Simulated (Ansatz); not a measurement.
Born–Oppenheimer molecular dynamics of C₂H₃NSe (7 atoms, charge 0, multiplicity 1). It goes on from the last frame of an earlier run, with new velocities.

Computed with Ansatz 0.2.0, RKS BHLYP/def2-SVPD.

```yaml
ensemble: NVT, Langevin thermostat
time_step: 0.5 fs
steps_asked: 150
set_temperature: 1000 K
friction: 0.05 /fs
seed: 676701
```

First frame:

```xyz
7
Properties=species:S:1:pos:R:3
N -0.060 1.017 0.660
C 0.122 -0.023 -0.202
C -0.091 -1.300 -0.309
Se 0.906 -0.366 -1.865
H -0.266 0.677 1.601
H 0.636 1.719 0.478
H -0.524 -2.279 -0.084
```

(1) What does the run give?

(2) What happens to the structure?

(3) How do temperature and energy run in time?

Answers

(1) All steps were run.

| Property | Result |
| --- | --- |
| steps done | 150 |
| time covered | 75 fs |
| mean temperature over the second half | 891 K |
| spread of the potential energy over the second half | 19.2 meV per atom |
| mean potential energy of the second half above the start | 43.9 meV per atom |

The mean temperature of the second half is 11 % below the set value. A run of 0.075 ps of so small a system gives no equilibrium averages.

(2) The same pairs are bonded in the first frame and the last. Pairs count as bonded within 1.25 times the sum of covalent radii (0.12 Å more for H–H). Another seed would give other details.

(3) 
```csv
time (fs),T (K),potential energy less start (eV)
0,857,0.000
2.5,676,0.040
5,649,-0.021
7.5,493,0.164
10,927,0.008
12.5,1114,-0.001
15,609,0.187
17.5,743,0.168
20,567,0.276
22.5,769,0.094
25,828,0.233
27.5,1142,-0.022
30,1069,0.115
32.5,1072,0.164
35,792,0.439
37.5,1117,0.239
40,845,0.374
42.5,802,0.382
45,852,0.570
47.5,1114,0.445
50,884,0.250
52.5,850,0.151
55,809,0.067
57.5,858,0.113
60,691,0.224
62.5,828,0.350
65,670,0.412
67.5,940,0.273
70,699,0.274
72.5,823,0.466
75,1157,0.215
```

Time of the run: 11 min on 2 threads of Arm Neoverse N1, with other jobs on the host, peak memory 0.27 GiB.
